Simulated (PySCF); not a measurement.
Compound: C₆H₁₀BNO₂.
Z-matrix (Å and degrees, PBE0-D3(BJ)/def2-SVP geometry), rows numbered from 1:
```
C 
N   1  1.2633
C   2  1.4142  1  118.41
C   3  1.5427  2  125.11  1   122.41
C   4  1.5505  3   74.86  2   176.20
B   5  1.5672  4  129.05  3  -179.66
O   6  1.3639  5  118.50  4     1.79
O   6  1.3651  5  117.60  4  -178.44
C   3  1.5531  2  130.81  1    -0.32
C   3  1.5416  2  125.17  1  -122.58
H   1  1.1084  2  123.34  3     0.47
H   1  1.1002  2  119.65  3  -179.77
H   4  1.1004  3  116.36  2    63.53
H   4  1.1013  3  116.27  2   -71.15
H   7  0.9616  6  115.48  5   179.78
H   8  0.9614  6  115.49  5  -179.48
H   9  1.1025  3  116.97  2    68.20
H   9  1.1013  3  117.18  2   -68.54
H  10  1.1012  3  116.41  2    71.68
H  10  1.1010  3  116.30  2   -63.64
```

All values: PBE0/pcSseg-1 (PySCF, non-relativistic), on one gas-phase PBE0-D3(BJ)/def2-SVP geometry that isn't relaxed in the solvent. The solvent is an IEF-PCM continuum (van der Waals radii × 1.2). Only the electrostatic response of the medium enters.

Gas phase at PBE0/pcSseg-1: HOMO -6.99 eV, LUMO -0.24 eV, dipole 3.53 D.

Q: What does the continuum do to the energy, the frontier levels and the dipole at PBE0/pcSseg-1 in chloroform and water?

A: 
| solvent | ε | E(solvent) − E(gas) (kcal/mol) | polarisation term (kcal/mol) | distortion of the solute (kcal/mol) | HOMO (eV) | LUMO (eV) | dipole (D) |
| --- | --- | --- | --- | --- | --- | --- | --- |
| chloroform | 4.711 | -8.34 | -9.22 | 0.88 | -7.18 | -0.36 | 4.12 |
| water | 78.36 | -12.16 | -14.07 | 1.91 | -7.28 | -0.42 | 4.39 |

The polarisation term is half the interaction of the solute with the surface charges that it induces; the rest is the cost of distorting the solute's density. The sum is the electrostatic part of solvation alone. From chloroform to water the lowering changes by a factor 1.46, Onsager's factor (ε − 1)/(2ε + 1) by 1.38 and ε itself by 16.6.

Q: Which radius a makes the point-dipole formula ΔE = −[(ε − 1)/(2ε + 1)]·μ²/a³ give the value in water, with the gas-phase dipole?

A: μ = 1.388 au and |ΔE| = 0.01937 Eh give a = 1.93 Å; the farthest nucleus lies 4.43 Å from the centroid of the nuclei, so such a sphere wouldn't even hold the nuclei. The formula assumes a rigid point dipole at the centre of a sphere.

Q: Which IAO charges (PBE0/pcSseg-1) respond most in chloroform (means over atoms taken as equivalent)?

A: 
```
    atoms                   environment  gas (e)  solvent (e)  change
       N2                imine nitrogen   -0.251       -0.280  -0.029
  H15/H16             hydroxyl hydrogen   +0.350       +0.371  +0.021
    O7/O8            boron-bound oxygen   -0.542       -0.559  -0.017
      H11      hydrogen on a C=N carbon   +0.105       +0.116  +0.011
      H12      hydrogen on a C=N carbon   +0.148       +0.156  +0.008
       C1                  imine carbon   -0.115       -0.109  +0.006
C4/C9/C10     four-membered-ring carbon   -0.254       -0.258  -0.004
       C3  sp3 carbon bound to nitrogen   +0.137       +0.135  -0.002
```
